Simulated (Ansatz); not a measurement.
Frontier orbitals of `N[SiH]([SiH3])[SiH3]`.

Charge 0, multiplicity 1. The structure was optimised at the PBE0-D4/def2-TZVP level. It is one conformer, not always the lowest. Basis def2-TZVPP, Ansatz 0.2.0.

```
functional  HOMO (eV)  LUMO (eV)  gap (eV)
       PBE      -6.04      -1.34      4.70
    revPBE      -5.99      -1.25      4.74
    r2SCAN      -6.33      -1.09      5.24
      PBE0      -7.38      -0.53      6.85
   r2SCANh      -6.84      -0.81      6.03
   ωB97M-V      -9.65       1.16     10.81
```

A quarter of exact exchange (PBE0) shifts PBE's HOMO by −1.34 eV and its LUMO by +0.81 eV; full exchange at long range (ωB97M-V) shifts them by −3.61 and +2.50 eV. The gap opens from 4.70 to 10.81 eV, since occupied levels lose self-interaction and empty ones feel all the electrons. A positive LUMO is unbound and depends on the basis.
